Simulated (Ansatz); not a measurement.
System: C4H5OSi, charge 0, multiplicity 2. It need not be the lowest isomer of its formula. 
Coordinates optimised at B3LYP-D3(BJ)/def2-TZVP (Ansatz, a program for electronic structure):
```
C
C 1 1.3675
O 2 1.3570 1 111.40
C 3 1.3657 2 106.73 1 -0.27
C 4 1.3510 3 110.34 2 -0.04
H 4 1.0754 5 133.77 1 -179.39
H 2 1.0761 3 115.82 4 -179.84
H 5 1.0771 4 126.29 6 0.15
Si 1 1.8412 2 127.02 7 -3.48
H 9 1.4847 1 111.14 2 146.11
H 9 1.4848 10 111.31 1 123.79
```
Charge 0, spin multiplicity 2.

Wanted: atomisation energy (electronic, to ground-state atoms), in kJ/mol. Cores are frozen in the correlated levels unless marked. Open shells are spin-unrestricted. No spin-orbit coupling. No relativistic terms. The coupled-cluster limit lacks core correlation, which all-electron functionals hold. CBS(X,Y): correlation extrapolated as X^-3; Hartree-Fock from the larger set.

The UHF reference is spin-contaminated (<S^2> 0.19 over the pure value in the largest basis). 

```csv
level,program,atomisation energy (kJ/mol)
SVWN5/def2-TZVPD,Ansatz,5428.1
BLYP-D3(BJ)/def2-TZVPD,Ansatz + dftd3,4663.0
r2SCAN-D3(BJ)/def2-TZVPD,Ansatz + dftd3,4697.5
PBE0-D3(BJ)/def2-TZVP,Ansatz + dftd3,(withheld)
r2SCANh-D4/def2-TZVPD,Ansatz + dftd4,4659.1
HSE06/def2-TZVPD,Ansatz,4696.4
B2PLYP/def2-TZVPD,Ansatz,4597.6
SCS-MP2/cc-pV(T+d)Z,Ansatz,4543.8
"CCSD(T)/CBS(cc-pV(T+d)Z,cc-pV(Q+d)Z)",Ansatz,(withheld)
```

**Question.** Some entries are withheld; supply them.

**Answer.** 
- PBE0-D3(BJ)/def2-TZVP, atomisation energy (kJ/mol): 4713.3
- CCSD(T)/CBS(cc-pV(T+d)Z,cc-pV(Q+d)Z), atomisation energy (kJ/mol): 4636.2
